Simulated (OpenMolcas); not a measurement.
**P3+: CASPT2 settings compared**

```json
{
  "Program": "OpenMolcas 26.06",
  "Basis": "ANO-L-VQZP [6s5p3d2f]",
  "Scalar Hamiltonian": "non-relativistic, point nucleus",
  "Active space": "2 electrons in 4 orbitals (3s 3p)",
  "State averaging": "2S+1 = 1 even, 1 root; 2S+1 = 1 odd, 3 roots; 2S+1 = 3 odd, 3 roots kept (CI in the orbitals of an earlier block)",
  "Spin-orbit coupling": "RASSI with atomic mean-field integrals over the reference wave functions, term energies averaged over their components"
}
```

Methods on the same reference wave functions:
A. CASSCF
B. SS-CASPT2, IPEA 0.3 Eh, real shift 0.05 Eh (closed shells correlated: 2s 2p)
C. SS-CASPT2, IPEA 0.5 Eh, imaginary shift 0.4 Eh (closed shells correlated: 2s 2p)
D. SS-CASPT2, IPEA 0.2 Eh, real shift 0.2 Eh (closed shells correlated: 2s 2p)

Energies in cm-1 above 3s2 1S0, the measured ground level; measured values from Martin, Zalubas and Musgrove, J. Phys. Chem. Ref. Data 14, 751 (1985).

```csv
Level,A,B,C,D,Measured
3s2 1S0,0.0,0.0,0.0,0.0,0.0
3s 3p 3P* 0,68664,66922,67103,66882,67918
3s 3p 3P* 1,68835,67093,67274,67053,68146
3s 3p 3P* 2,69181,67439,67620,67399,68615
3s 3p 1P* 1,117122,107480,108065,107308,
```

Deviations, from unrounded energies. A percentage is the sum of absolute deviations over the sum of measured energies, with the sign that they share, or ± where signs differ.

| Against measurement | Levels | A | B | C | D |
| --- | --- | --- | --- | --- | --- |
| mean absolute deviation (cm-1) | 3 | 670 | 1100 | 890 | 1100 |
| other configurations (%) | 3 | +1.0 | -1.6 | -1.3 | -1.6 |

A lies closest to measurement on these levels and D furthest from it. The largest miss of A in the table is 3s 3p 3P* 0, by +750 cm-1. The ranking rests on the paired levels alone, and a cruder setting can come out closer through cancelling errors.

Among B to D the level of the table that moves most is 3s 3p 1P* 1, by 760 cm-1 (lowest in D, highest in C).

The lowest spin-free term lies below A's lowest term by 0.036 hartree in B, 0.036 hartree in C, 0.036 hartree in D.

Terms from blocks run as CI alone lack orbitals of their own. Measured partners are found by configuration, term and J. A level has none where our copy of the source lacks it or the pairing is in doubt (some pairs that miss far off the trend of their configuration count as doubtful), and it then counts in no deviation. Levels of configurations outside the active space are missing.

* marks odd parity.
